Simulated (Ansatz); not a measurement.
Program: Ansatz. Geometries: PBE0-D4/def2-TZVP. ΔE: electronic, gas phase. CBS: MP2 limit from def2 TZ/QZ plus the TZ coupled-cluster correction, frozen cores. def2 core potentials past Kr. For In outer-core shells are correlated without core-valence functions, which leaves a few kJ/mol of doubt a bond. One conformer a species, not always the lowest.

Reaction (substitution at a C–S bond): `CSB(O)Cl` + `C[NH][In]([Cl])[Cl]` → `C[N](C)[In]([Cl])[Cl]` + `OB(S)Cl`

| species | CCSD(T)/CBS(def2) energy (Eh) |
| --- | --- |
| `CSB(O)Cl` | -998.11072 |
| `C[NH][In]([Cl])[Cl]` | -1204.63611 |
| `C[N](C)[In]([Cl])[Cl]` | -1243.88764 |
| `OB(S)Cl` | -958.85217 |

**Question.** Work out ΔE.

**Answer.** ΔE = (-1243.88764) + (-958.85217) − (-998.11072) − (-1204.63611) = 0.00702 Eh = +18.4 kJ/mol.

Largest T1 diagnostic among the species: 0.014.

In def2-TZVPP, CCSD(T) changes the Hartree–Fock value by −6.6 kJ/mol (the triples alone add −0.4 kJ/mol) and MP2 by −5.2 kJ/mol.
